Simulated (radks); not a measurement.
Results of a calculation; reference values are marked as such.
Task: The thallium ion Tl3+, [Xe] 4f14 5d10. Code: a radial shooting solver on a logarithmic mesh with Libxc functionals. Model: non-relativistic Kohn-Sham, exchange-only PBE, spin-polarised, spherical densities, point nucleus. Every spin shell is full or empty, so the densities are truly spherical. Functionals are evaluated on that one density, not self-consistently. Rank these exchange functionals by their error against the exact value of the orbitals, and give that value: LDA, B88, revPBE, PW91, OPTX, SOGGA, B86b, revTPSS, SCAN.

Result: Exact: -351.435 hartree. From best to worst, with 100 (|E| - |E exact|)/|E exact| (equal figures are ties): B86b -0.02, PW91 +0.03, SCAN +0.04, B88 +0.05, revPBE -0.27, revTPSS -0.91, SOGGA -1.81, OPTX +1.91, LDA -3.80.
